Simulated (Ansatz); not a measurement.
BH6NOSiZn (`[OH][Zn][NH]B[SiH3]`). Charge 0, multiplicity 1. The geometry is a stationary point of PBE0-D4/def2-TZVP. It is one conformer, not always the lowest.

```xyz
11

O    -2.316   -2.084    0.664
Zn   -1.321   -0.616    0.733
N    -0.510    1.011    1.055
B     0.618    1.408    0.350
Si    1.251    0.060   -1.017
H    -2.026   -2.731    0.019
H    -0.877    1.643    1.754
H     1.147    2.466    0.559
H     1.185    0.480   -2.445
H     2.591   -0.548   -0.783
H     0.259   -1.088   -0.888
```

Q: What is the dipole moment at r2SCAN/def2-TZVPP? (Best estimate.)

A: Ansatz gave: 0.68 D, with components (0.22, 0.61, 0.19) D in this frame, pointing from negative to positive charge.

Q: And with PBE, B3LYP, ωB97M-V? (Best estimate.)

A: Computed: PBE 0.61 D, B3LYP 0.75 D, ωB97M-V 0.78 D.

Q: Give the Mulliken charges with r2SCAN, PBE, ωB97M-V in def2-TZVPP. (Estimate.)

A: The calculation gave: 
```tsv
atom	r2SCAN	PBE	ωB97M-V
O1	-0.50	-0.42	-0.48
Zn2	0.39	0.24	0.42
N3	-0.19	-0.05	-0.15
B4	0.04	0.00	-0.05
Si5	0.18	0.06	0.04
H6	0.20	0.19	0.17
H7	0.16	0.16	0.12
H8	-0.02	0.00	0.06
H9	-0.07	-0.05	-0.03
H10	-0.07	-0.05	-0.03
H11	-0.13	-0.08	-0.09
```

B3LYP here is the variant with VWN-RPA as its local correlation; programs differ in this.
